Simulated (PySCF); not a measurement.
**Working out the ionisation energy of N²⁺**

N²⁺ [He] 2s2 2p1 (2P) → N³⁺ [He] 2s2 (1S). All numbers are calculated (PySCF 2.14, scalar relativity by spin-free X2C-1e, in cc-pVTZ-DK). Frozen: 1s2. Energies in hartree (1 hartree = 27.21139 eV):

```
            part  N²⁺ (lower)  N³⁺ (upper)
             UHF   -52.847110   -51.110535
CCSD correlation    -0.083025    -0.085118
             (T)    -0.001032     0.000000
```

Task: What does Hartree-Fock give?

Result: (-51.110535) − (-52.847110) = 1.736575 hartree = 47.255 eV.

Task: What do CCSD and CCSD(T) give?

Result: The CCSD correlation energies differ by -0.002093 hartree = -0.057 eV and the triples by 0.001032 hartree = 0.028 eV, so CCSD gives 47.198 eV and CCSD(T) 47.226 eV.

Reference: 47.445 eV (semi-empirical (NIST evaluation); NIST Atomic Spectra Database, ionization energies), between the lowest levels; spin-orbit coupling is absent from the calculation.

The coupled-cluster amplitudes are large, so a single reference is strained.

What remains against the reference includes basis incompleteness, the frozen core and higher excitations.
